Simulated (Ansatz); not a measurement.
Two structures of BNH₂BrF, closed shell, reached by relaxing down either side of one saddle point (PBE0-D4/def2-TZVP). Energies are electronic, without zero-point energy. Computed with Ansatz 0.2.0 (basis: def2-TZVPP and def2-QZVPP); correlated methods freeze the cores. Filled d shells of the heavier atoms are correlated. The def2 sets are not built for correlating such inner shells, so the correlated values are less sure here. Extrapolation: Hartree–Fock as exp(−7.88 √X), correlation as X^−2.97. First:

```xyz
6
angstrom
B 0.4630 0.2851 -0.2511
Br 1.0039 -0.5000 -1.9299
N -0.5934 -0.2423 0.4741
H -1.1176 -1.0414 0.1684
F 1.1311 1.3431 0.1881
H -0.8870 0.1555 1.3503
```

Second:

```json
{"atom": "B1", "x (Å)": "0.4589", "y (Å)": "1.0205", "z (Å)": "0.6660"}
{"atom": "Br2", "x (Å)": "-0.0651", "y (Å)": "-1.7562", "z (Å)": "-2.0915"}
{"atom": "N3", "x (Å)": "-0.4157", "y (Å)": "0.1315", "z (Å)": "0.7055"}
{"atom": "H4", "x (Å)": "-0.1901", "y (Å)": "-0.9314", "z (Å)": "-0.9077"}
{"atom": "F5", "x (Å)": "1.3966", "y (Å)": "1.8842", "z (Å)": "0.5128"}
{"atom": "H6", "x (Å)": "-1.1846", "y (Å)": "-0.3486", "z (Å)": "1.1147"}
```

Task: Which bonds change from the first to the second?

Result: BNH₂BrF ([NH2][B]([F])[Br]) → BNHF ([NH][B][F]) + HBr; bonds formed: Br2–H4; bonds broken: B1–Br2, N3–H4.

Task: Give the saddle point's structure and its height above each. (An estimate is asked for; the value comes from the calculation.)

Result: By the calculation: 302.6 kJ/mol above the first and 44.1 kJ/mol above the second (CCSD(T) at an estimated basis limit (MP2 extrapolated from triple and quadruple zeta, plus CCSD(T) − MP2 in triple zeta)).
| atom | x (Å) | y (Å) | z (Å) |
| --- | --- | --- | --- |
| B1 | 0.4140 | 0.6889 | 0.3135 |
| Br2 | 0.4121 | -1.1055 | -1.9086 |
| N3 | -0.5643 | -0.0892 | 0.6261 |
| H4 | -0.4025 | -0.8344 | -0.5090 |
| F5 | 1.3598 | 1.5096 | 0.0960 |
| H6 | -1.2193 | -0.1694 | 1.3819 |

No T1 diagnostic of these runs exceeds 0.013.

Labels in which every atom is bracketed show which atoms are joined, not bond orders.

For scale, one of the runs: CCSD(T)/def2-TZVPP, 169 basis functions, launched by `ansatz run in.yaml --threads 4 --pin off --events-out ev --progress --plain --max-ram 9574MiB`. Time: 35 s of wall clock on 4 CPU threads of an Arm Neoverse V1; the host was shared. Peak host memory: 1.5 GiB.
